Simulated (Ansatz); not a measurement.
Basis-set extrapolation for `O=[C]([AlH2])O[SiH3]` (PBE0-D4/def2-TZVP geometry, frozen core, Ansatz). Multiplicity 1, RHF reference.

```tsv
	def2-TZVPP	def2-QZVPP
HF	-721.482537	-721.507649
MP2 correlation	-0.819083	-0.881891
CCSD(T) correlation	-0.889453	not run
```

Energies in hartree. Use E(X) = E(∞) + A·exp(−7.88·√X) for Hartree–Fock and E(X) = E(∞) + B·X^(−2.97) for correlation, with X = 3 and 4, and add CCSD(T) minus MP2 of the smaller set to the MP2 limit.

Q: What is the CCSD(T) energy at the basis-set limit?

A: HF limit: -721.507649 + (-0.025112) × 0.13774 = -721.51111. MP2 limit: -0.881891 + (-0.062808) × 0.74074 = -0.92842. Higher-order term: -0.889453 − (-0.819083) = -0.07037. Total: -722.50990 hartree, 362.1 kJ/mol below CCSD(T)/def2-TZVPP.
